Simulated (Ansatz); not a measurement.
Reaction (redistribution): `CSB[SiH3]` + `[CH3][Al]([CH3])[SnH3]` → `[CH3][Al]([CH3])[BH][SiH3]` + `C[S][SnH3]`

Calculated with Ansatz (gas phase, PBE0-D4/def2-TZVP geometries, no zero-point term in ΔE). CCSD(T)/CBS adds triple-zeta CCSD(T) − MP2 to the extrapolated MP2 energy (def2 sets, frozen cores). DFT in def2-TZVPP. def2 core potentials past Kr. For Sn outer-core shells are correlated without core-valence functions, which leaves a few kJ/mol of doubt a bond. One conformer a species, not always the lowest.

(1) Is it downhill or uphill in electronic energy at CCSD(T)/CBS, and by how much? (An estimate is asked.)

(2) What do these levels give: ωB97X-V, ωB97M-V, B2PLYP, PBE0, MP2/def2-TZVPP, MP2/CBS(def2)? (Best estimate.)

Largest T1 diagnostic among the species: 0.015.

## Answers

(1) Computed: Uphill: ΔE = +129.1 kJ/mol.

(2) The calculation gave: ωB97X-V 124.8, ωB97M-V 129.6, B2PLYP 133.0, PBE0 134.7, MP2/def2-TZVPP 137.9, MP2/CBS(def2) 135.7 kJ/mol.

In def2-TZVPP, CCSD(T) changes the Hartree–Fock value by +20.7 kJ/mol (the triples alone add +4.0 kJ/mol) and MP2 by +27.3 kJ/mol. From PBE to PBE0 (25 % exact exchange), in def2-TZVPP and without D4, ΔE moves by −3.3 kJ/mol.
